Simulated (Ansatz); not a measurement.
Input file for CH5BO2Si (`O=CB(O)[SiH3]`):

```yaml
crystal:
  periodic: [false, false, false]
  atoms:
    - {symbol: O, position_ang: [-2.630404, -0.260705, 0.166606]}
    - {symbol: C, position_ang: [-1.503858, -0.400126, 0.591695]}
    - {symbol: B, position_ang: [-0.279011, 0.142671, -0.331925]}
    - {symbol: O, position_ang: [-0.712484, 0.693570, -1.472679]}
    - {symbol: Si, position_ang: [1.688380, 0.034469, 0.127597]}
    - {symbol: H, position_ang: [-1.359093, -0.885998, 1.579122]}
    - {symbol: H, position_ang: [-1.686650, 0.645447, -1.495495]}
    - {symbol: H, position_ang: [2.056480, -1.383755, 0.404452]}
    - {symbol: H, position_ang: [1.941511, 0.802253, 1.380811]}
    - {symbol: H, position_ang: [2.568128, 0.561075, -0.947284]}
basis:
  gaussian: {orbitals: def2-SVP}
correlation: {method: ccsd_t}
```

```sh
$ ansatz run in.yaml --threads 4 --pin off --events-out ev --progress --plain
```

Output of Ansatz, abridged:

```
Functional definition: HF
968 factors; integrals over basis functions are off by at most 1.5e-3 eV
mean field evaluation 1: about -13707.3618 eV, gradient 4.1e1 eV
mean field evaluation 2: about -13707.4413 eV, gradient 4.1e1 eV
mean field evaluation 4: about -13711.2625 eV, gradient 4.0e0 eV
mean field evaluation 8: about -13711.3415 eV, gradient 4.5e-1 eV
mean field -13711.34333636 eV, -503.8825737290 hartree, gradient 1.7e-6 eV, S^2 0.000000; 0 other end points of the search recorded, 0 dependent functions left out
9 core orbitals not correlated: weight in the atoms' cores, before any rotation towards them, 1.000 or more for the frozen orbitals, at most 0.000 for the correlated occupied ones
reference -13711.34333636 eV, -503.8825737290 hartree; 14, 14 occupied and 76, 76 virtual orbitals, 968 factors
second order -18.39193725 eV of doubles, -0.00000000 eV of singles
cycle   1  -18.90042490 eV  change   -5.1e-1 eV  update   1.2e-1
cycle   2  -19.48792492 eV  change   -5.9e-1 eV  update   3.8e-2
cycle   3  -19.66348569 eV  change   -1.8e-1 eV  update   2.2e-2
cycle   4  -19.65093831 eV  change    1.3e-2 eV  update   5.8e-3
cycle   5  -19.65032557 eV  change    6.1e-4 eV  update   2.4e-3
cycle   6  -19.65105068 eV  change   -7.3e-4 eV  update   7.6e-4
cycle   7  -19.65051118 eV  change    5.4e-4 eV  update   3.2e-4
cycle   8  -19.65041269 eV  change    9.8e-5 eV  update   1.1e-4
cycle   9  -19.65045164 eV  change   -3.9e-5 eV  update   4.5e-5
cycle  10  -19.65045015 eV  change    1.5e-6 eV  update   1.6e-5
perturbative correction -0.59265739 eV, -0.0217797574 hartree
Total energy: -13731.58644391 eV, -504.6264942100 hartree
```

Run time 6 s (4 threads of a server CPU on a shared host); peak host memory 0.41 GiB.

MP2 recovers 90.9 % of the CCSD(T) correlation energy and the triples give 2.9 %; T1 = 0.0170.
